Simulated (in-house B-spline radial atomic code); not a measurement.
## RPA and G0W0 on BHandHLYP: Li III (Li2+)

Configuration 1s1, highest spin, mean-field start BHandHLYP. Computed with an all-electron radial atomic-structure program (B-spline basis): all electrons, non-relativistic, point nucleus, each spin shell either full or empty, empty states to l = 9 with an (l + 1/2)⁻⁴ tail; G0W0 by contour deformation at full frequency.

With one electron the exact correlation energy is zero, so what RPA and GW give is self-correlation.

Command:
```bash
python run_gw.py task.json out
```
Settings (radii: box in bohr, nucleus in fm):
```
Z                        3
electrons                1
configuration            1s1
hamiltonian              nr
method                   bhandhlyp
lmax                     9
spin_polarised           True
box_radius               17.55
intervals                43
ion_configuration        bare nucleus
```

Cost of the run: 0.2 s on 1 thread of Arm Neoverse V2, on a shared host.

Energies (hartree):

| term | value |
| --- | --- |
| mean-field total | -4.49603 |
| Hartree-Fock functional on these orbitals | -4.49985 |
| direct second order | -0.021623 |
| second-order exchange | 0.021624 |
| SOSEX correction | 0.020834 |

(1) What is the RPA correlation energy, and what remains with SOSEX?

Quasi-particle levels (eV):

| level | occupied | mean field | Σx - vxc | Σc | QP weight | G0W0 |
| --- | --- | --- | --- | --- | --- | --- |
| 1s up | yes | -112.99 | -9.45 | ? | ? | ? |
| 1s down | no | -73.24 | 0.00 | -2.03 | 0.991 | -75.27 |

G0W0 = mean field + (Σx - vxc) + Σc, with Σc (partial-wave tail included) taken at the quasi-particle energy.

(2) Where does G0W0 put 1s up?

(3) What does it cost to remove one electron (to the bare nucleus) by differences of total energies, each species on its own start (correlation terms add to the Hartree-Fock functional)?

Answers

(1) RPA gives -0.020834 hartree (-0.567 eV per electron); RPA + SOSEX gives 0, and the second-order doubles 0 hartree (no singles). SOSEX takes back 100 % of the RPA value.

(2) At -122.21 eV, with Σc = 0.23 eV and a quasi-particle weight of 0.988. The tabulated removal energy is 122.454 eV (NIST, tabulated theory).

(3) BHandHLYP 122.34 eV, Hartree-Fock functional 122.45 eV, + RPA 123.01 eV, + RPA + SOSEX 122.45 eV, + second order 122.45 eV. Tabulated: 122.454 eV (NIST, tabulated theory).
